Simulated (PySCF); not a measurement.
CH4FNOSi2, SMILES F[Si@H]1N=CO[SiH2]1.

Geometry optimised at r2SCAN-D4/def2-SVP. The structure was generated by enumeration; whether it is a known compound was not checked.

Vertical ionisation energy (IE) and electron affinity (EA) in eV. Rows of orbital energies are one-electron estimates. Where ΔSCF, EOM or ADC give a negative EA the extra electron is unbound and the value depends on the basis.

```csv
level,IE,EA
"−ε(HOMO), −ε(LUMO), M06-2X/def2-TZVP (PySCF)",…,…
"−ε(HOMO), −ε(LUMO), PBE/def2-TZVP (PySCF)",6.31,2.17
```

**Question.** Complete the blanks. (An estimate is asked for; the answer gives what the named calculation found.)

**Answer.** 
- −ε(HOMO), −ε(LUMO), M06-2X/def2-TZVP (PySCF), IE: 8.78
- −ε(HOMO), −ε(LUMO), M06-2X/def2-TZVP (PySCF), EA: 0.28
